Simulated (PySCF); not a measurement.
Working out the ionisation energy of N²⁺

N²⁺ [He] 2s2 2p1 (2P) → N³⁺ [He] 2s2 (1S). Calculation: PySCF 2.14, in ANO-RCC-VTZP (4s3p2d1f, 30 functions); scalar relativity by spin-free X2C-1e. Frozen: nothing. Energies in hartree (1 hartree = 27.21139 eV):

```tsv
part	N²⁺ (lower)	N³⁺ (upper)
UHF	-52.849497	-51.110899
MP2 opposite-spin	-0.057525	-0.054165
MP2 same-spin	-0.004693	-0.000537
```

Problem. What does Hartree-Fock give?

Solution. (-51.110899) − (-52.849497) = 1.738598 hartree = 47.310 eV.

Problem. What do MP2 and SCS-MP2 (6/5 opposite-spin, 1/3 same-spin) give?

Solution. The opposite-spin parts differ by 0.091 eV and the same-spin parts by 0.113 eV. MP2: 47.310 + (0.091) + (0.113) = 47.514 eV. SCS-MP2: 47.310 + 1.2 × (0.091) + (0.113)/3 = 47.457 eV.

A first-order spin-orbit estimate adds 0.014 eV to MP2 (valence and next inner shell), giving 47.528 eV against 47.445 eV (semi-empirical (NIST evaluation); NIST Atomic Spectra Database, ionization energies).

What remains against the reference includes basis incompleteness and correlation beyond second order.
